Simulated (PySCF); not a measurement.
# Do core-level shifts follow atomic charges?

Species: C7H13B.
Z-matrix (Å and degrees, PBE0-D3(BJ)/def2-SVP geometry), rows numbered from 1:
```
C 
C   1  1.3423
B   2  1.5629  1  124.14
C   3  1.5750  2  119.79  1  -174.00
C   4  1.5292  3  115.41  2   157.81
C   5  1.5252  4  112.42  3    42.12
C   6  1.5253  5  112.14  4   -58.70
C   7  1.5307  6  112.41  5    59.88
H   1  1.0961  2  122.66  3   178.32
H   1  1.0959  2  121.45  3    -1.08
H   2  1.0994  1  116.94  3  -178.04
H   4  1.1032  3  112.61  2    27.45
H   4  1.1136  3  102.05  2   -83.82
H   5  1.1054  4  108.99  3   -78.07
H   5  1.1030  4  111.01  3   165.95
H   6  1.1025  5  109.86  4   178.77
H   6  1.1065  5  109.41  4    62.74
H   7  1.1030  6  109.96  5  -176.28
H   7  1.1053  6  108.53  5   -61.09
H   8  1.1026  3  113.59  2   -27.34
H   8  1.1119  3  102.80  2    84.90
```

Binding energies: PySCF, delta-SCF UKS SCAN, pcX-2 on the ionised atom, pcseg-1 elsewhere, spin-free X2C. Charges: PBE0/pcSseg-1 ground-state density, for the ionised atom.

```tsv
atom	environment	C 1s (eV)	Mulliken (e)	IAO (e)	Hirshfeld (e)	ESP (e)
C4	sp3 carbon bound to boron	289.61	-0.468	-0.399	-0.141	-0.252
C2	alkene CH carbon	289.85	-0.421	-0.263	-0.118	-0.430
C6	ring CH2 carbon	290.17	-0.239	-0.249	-0.067	-0.084
C5	ring CH2 carbon	290.18	-0.208	-0.240	-0.067	+0.063
C1	terminal =CH2 carbon	290.41	-0.148	-0.233	-0.062	-0.264
```

Problem. Give the correlation coefficient and slope of binding energy on charge for each scheme.

Solution. Mulliken: r = 0.98, slope 2.2 eV per e; Hirshfeld: r = 0.97, slope 8.4 eV per e; IAO: r = 0.86, slope 3.9 eV per e; ESP: r = 0.40, slope 0.7 eV per e. On 5 points no scheme stands out.

Problem. The point-charge model writes a binding energy as kq + V + constant, with V the potential of the other atoms' charges at the site. What does it give with the IAO charges?

Solution. V = Σ 14.40 eV Å × q/r over all other atoms: +3.70 eV at C4, +2.12 eV at C2, +1.12 eV at C6, +0.82 eV at C5, +2.32 eV at C1. Fitting binding energy − V to q gives k = 17.5 eV per e and leaves an rms residual of 0.56 eV, against 0.14 eV for the fit on q alone. The model has no term for differences in relaxation between sites.

Geometry: PBE0-D3(BJ)/def2-SVP, one conformer, isolated molecule.
